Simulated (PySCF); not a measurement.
# Bond lengths and vibrations by method: BCCl2H2

Calculated results; nothing here was measured. They come from PySCF 2.14.0, an open-source quantum chemistry program, on an isolated molecule that a program drew, which may never have been made. The molecule is BCCl2H2 (charge 0, doublet), drawn as the SMILES string `[CH2]B(Cl)Cl`.

The geometry was optimised and harmonic frequencies were computed with HF and MP2, all in the cc-pV(D+d)Z basis, for the commonest isotopes, with a restricted reference for singlets and an unrestricted one otherwise, and a frozen core in MP2. Each result is a local minimum of its method.

Geometry at the HF minimum:
```xyz
6
BCCl2H2, angstrom
C    -0.1322   -1.3295    0.5883
B    -0.4604   -1.3332   -0.9054
Cl    0.5387   -0.4352   -2.0514
Cl   -1.8470   -2.2353   -1.5230
H     0.7144   -0.7814    0.9850
H    -0.7340   -1.8747    1.3060
```

Lengths of the bonds as drawn, in Å (atoms numbered as above):
| bond | HF | MP2 |
|---|---|---|
| C1-B2 | 1.529 | 1.535 |
| B2-Cl3 | 1.766 | 1.760 |
| B2-Cl4 | 1.766 | 1.760 |
| C1-H5 | 1.084 | 1.094 |
| C1-H6 | 1.084 | 1.094 |

Rotational constants, in GHz:
| constant | HF | MP2 |
|---|---|---|
| A | 6.594 | 6.635 |
| B | 3.105 | 3.101 |
| C | 2.111 | 2.113 |

Harmonic frequencies in cm^-1, each column in rising order, so a row needn't be the same motion in every method:
```
rank,HF,MP2
1,286,278
2,300,286
3,302,291
4,465,?
5,579,574
6,764,763
7,821,799
8,1093,1068
9,1225,1203
10,1547,1466
11,3296,3208
12,3399,3320
```

**Estimate the missing MP2 frequency from the HF column.**

A single factor s that minimises the squared misfit of MP2 against s times HF over the other rows is sum(HF x MP2) / sum(HF^2) = 0.9738, with an rms misfit of 15 cm^-1. For rank 4 it gives 0.9738 x 465 = 453 cm^-1. The calculation gives 446 cm^-1, 7 cm^-1 below the estimate. The drawn bonds are on average 0.3 % longer in MP2 than in HF.
